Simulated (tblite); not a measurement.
C7H17NSi.
SMILES with atom numbers: `[CH3:1][NH:2][SiH2:3][C@@H:4]1[CH2:5][CH2:6][CH2:7][C@H:8]1[CH3:9]` (hydrogens: H10, H11, H12 on C1; H13 on N2; H14, H15 on Si3; H16 on C4; H17, H18 on C5; H19, H20 on C6; H21, H22 on C7; H23 on C8; H24, H25, H26 on C9)

The geometry is computed with GFN2-xTB (gas phase).

List the bond lengths, angles and torsions at this level.

| bond | length (Å) | order |
| --- | --- | --- |
| C1–N2 | 1.441 | single |
| N2–Si3 | 1.717 | single |
| Si3–C4 | 1.895 | single |
| C4–C5 | 1.526 | single |
| C5–C6 | 1.535 | single |
| C6–C7 | 1.539 | single |
| C7–C8 | 1.536 | single |
| C8–C9 | 1.521 | single |
| C4–C8 | 1.532 | single |
| C1–H10, C1–H11, C1–H12 | 1.092 | single |
| N2–H13 | 1.009 | single |
| Si3–H14 | 1.477 | single |
| Si3–H15 | 1.468 | single |
| C4–H16 | 1.095 | single |
| C5–H17 | 1.089 | single |
| C5–H18 | 1.092 | single |
| C6–H19 | 1.090 | single |
| C6–H20 | 1.090 | single |
| C7–H21 | 1.090 | single |
| C7–H22 | 1.092 | single |
| C8–H23 | 1.095 | single |
| C9–H24, C9–H25, C9–H26 | 1.089 | single |

Bonds in one row agree within 0.01 Å and their mean is given. Orders are formal, as drawn. A selection of angles:
| angle | degrees |
| --- | --- |
| C1–N2–Si3 | 122.4 |
| N2–Si3–C4 | 106.9 |
| Si3–C4–C5 | 112.3 |
| Si3–C4–C8 | 116.0 |
| C5–C4–C8 | 101.8 |
| C4–C5–C6 | 105.0 |
| C5–C6–C7 | 105.5 |
| C6–C7–C8 | 105.9 |
| C7–C8–C9 | 112.9 |
| C4–C8–C7 | 103.5 |
| C4–C8–C9 | 114.2 |
| H13–N2–C1 | 111.7 |
| H13–N2–Si3 | 118.9 |

Dihedral angles: C1–N2–Si3–C4 180° (antiperiplanar); N2–Si3–C4–C5 -153° (antiperiplanar); Si3–C4–C5–C6 -164° (antiperiplanar); C4–C5–C6–C7 22° (synperiplanar); C5–C6–C7–C8 4° (synperiplanar); C6–C7–C8–C9 -153° (antiperiplanar); Si3–C4–C8–C7 164° (antiperiplanar).

The 5-membered ring C4–C5–C6–C7–C8 has internal angles of 101.8° to 105.9° (sum 522°, against 540° for a flat polygon); it is puckered, 0.19 Å rms from its mean plane, widest ring torsion 42°. Si3 (SiH2 silicon) is distorted tetrahedral (angles from 105.6° to 115.8°). N2 (silicon-bound nitrogen) has angles 122.4°, 118.9° and 111.7°, sum 352.9°, 0.21 Å off the plane of its three neighbours. Of the pairs four or more bonds apart, Si3···H25 is among the closest relative to their van der Waals radii: 3.17 Å, 96 % of the sum of Bondi's values.

Point group: C1 (no symmetry element, even within 0.4 Å). Its GFN2-xTB frequencies are all real (lowest 42 cm⁻¹). One conformer, not necessarily the lowest.

Time: 3.9 s of wall time. Hardware: one thread, Arm Neoverse N1 (aarch64), shared host. This is the geometry optimisation.
